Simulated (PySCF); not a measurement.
Species: C₃H₆F₂O₂.
Z-matrix (Å and degrees, PBE0-D3(BJ)/def2-SVP geometry), rows numbered from 1:
```
C 
O   1  1.4064
C   2  1.3755  1  114.25
O   3  1.4110  2  112.67  1   -68.82
C   4  1.3583  3  114.65  2   -70.48
F   5  1.3326  4  107.63  3   161.16
F   5  1.3501  4  110.28  3   -81.40
H   1  1.1058  2  111.14  3   -59.05
H   1  1.1030  2  111.79  3    62.28
H   1  1.0976  2  107.44  3  -178.03
H   3  1.1018  2  106.95  1   169.55
H   3  1.1041  2  112.25  1    48.96
H   5  1.1047  4  112.77  3    39.66
```

Computed with PySCF at PBE0/def2-SVPD, non-relativistic, on one gas-phase PBE0-D3(BJ)/def2-SVP geometry that isn't relaxed in the solvent. The solvent is an IEF-PCM continuum (cavity from Bondi-type radii × 1.2), and excitations are vertical TDDFT with non-equilibrium linear response and a frozen core. Only the electrostatic response of the medium enters.

```
run  E − E(gas) (kJ/mol)  HOMO (eV)  HOMO–LUMO gap (eV)  dipole (D)  lowest singlet (eV)  static polarisability (au)
gas                 0.00      -8.62                9.21        2.69                 7.93                        49.6
  P               -15.71      -8.40                9.20        3.05                 7.92                        58.3
  Q               -20.83      -8.35                9.19        3.17                 7.93                        61.8
```

Problem. The runs were made in acetone and chloroform. Which run belongs to which solvent?

Solution. P = chloroform, Q = acetone. The dielectric constants are 4.711 (chloroform), 20.49 (acetone), and the energy falls further as ε rises. The optical constants n² used for the excitations are 2.09, 1.85 in the same order. In this model the ground state sees the solvent through ε alone.

Problem. How constant is the ratio of the lowering to (ε − 1)/(2ε + 1)?

Solution. 
```tsv
solvent	(ε − 1)/(2ε + 1)	E − E(gas) (kJ/mol)	ratio (kJ/mol)	polarisation term (kJ/mol)
chloroform	0.356	-15.71	-44.1	-17.16
acetone	0.464	-20.83	-44.9	-23.41
```

The ratio changes by +1.7 % in size from chloroform to acetone. The polarisation term is half the interaction of the solute with the induced surface charges.

Hardware: an Intel Xeon Platinum 8488C with one thread, shared host. Cost: 27 s, 0.90 GiB resident at most. This is the whole response run at PBE0/def2-SVPD in acetone, SCF included.
